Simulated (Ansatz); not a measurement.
Total energies of ClH₂OSn, SMILES `[OH][SnH][Cl]` radical.

```xyz
5

O    -0.4647   -0.4683   -1.2349
Sn    0.8074    0.0926    0.1522
Cl   -0.3431   -0.1961    2.1841
H    -1.0012   -1.2247   -0.9807
H     1.0017    1.7966   -0.1208
```

The species carries charge 0 and has multiplicity 2. Correlated methods include outer-core shells of Sn, which these sets cover unevenly. Sn takes the def2 core potential. Geometry: relaxed with PBE0-D4/def2-TZVP. It is one conformer, not always the lowest. Basis def2-TZVPP, Ansatz 0.2.0.

RPA on PBE orbitals: Hartree–Fock energy of these orbitals -748.91266 Eh, correlation -1.12630 Eh (frozen core).

```tsv
functional	kind	energy without D4 (Eh)	D4 term (kJ/mol)
LDA (SPW92)	LDA	-748.63593	–
PBE	GGA	-750.74105	-10.0
BLYP	GGA	-750.94624	-21.4
r2SCAN	meta-GGA	-751.02681	-2.2
PBE0	global hybrid, 25 % exact exchange	-750.78254	-8.5
B3LYP	global hybrid, 20 %	-751.10008	-16.5
HSE06 (plane-wave form)	screened hybrid	-750.77007	-8.0
CAM-B3LYP	range-separated hybrid	-750.98292	-8.8
ωB97M-V	range-separated hybrid meta-GGA with VV10	-750.91255	–
PBE-QIDH	double hybrid	-750.48983	–
```

**Question.** Give the same for revPBE, B97M-V, r2SCANh, r2SCAN0, BHLYP, LC-ωPBE, ωB97X-V, B2PLYP. (Estimate.)

**Answer.** The calculation gave: 
```json
{"functional": "revPBE", "kind": "GGA", "energy without D4 (Eh)": "-750.94980", "D4 term (kJ/mol)": "-24.9"}
{"functional": "B97M-V", "kind": "meta-GGA with VV10", "energy without D4 (Eh)": "-750.86847", "D4 term (kJ/mol)": "–"}
{"functional": "r2SCANh", "kind": "meta-GGA hybrid, 10 %", "energy without D4 (Eh)": "-751.00764", "D4 term (kJ/mol)": "-2.4"}
{"functional": "r2SCAN0", "kind": "meta-GGA hybrid, 25 %", "energy without D4 (Eh)": "-750.98007", "D4 term (kJ/mol)": "-2.7"}
{"functional": "BHLYP", "kind": "global hybrid, 50 %", "energy without D4 (Eh)": "-750.89968", "D4 term (kJ/mol)": "-14.9"}
{"functional": "LC-ωPBE", "kind": "long-range corrected hybrid", "energy without D4 (Eh)": "-750.87213", "D4 term (kJ/mol)": "–"}
{"functional": "ωB97X-V", "kind": "range-separated hybrid GGA with VV10", "energy without D4 (Eh)": "-750.89196", "D4 term (kJ/mol)": "–"}
{"functional": "B2PLYP", "kind": "double hybrid", "energy without D4 (Eh)": "-750.62167", "D4 term (kJ/mol)": "–"}
```

B3LYP takes the VWN-RPA correlation (the form of Gaussian; ORCA's B3LYP/G). HSE06 is the plane-wave form, built on full-range PBE exchange. The double hybrids freeze the cores in their second-order part.

LC-ωPBE has ω = 0.4 bohr⁻¹.
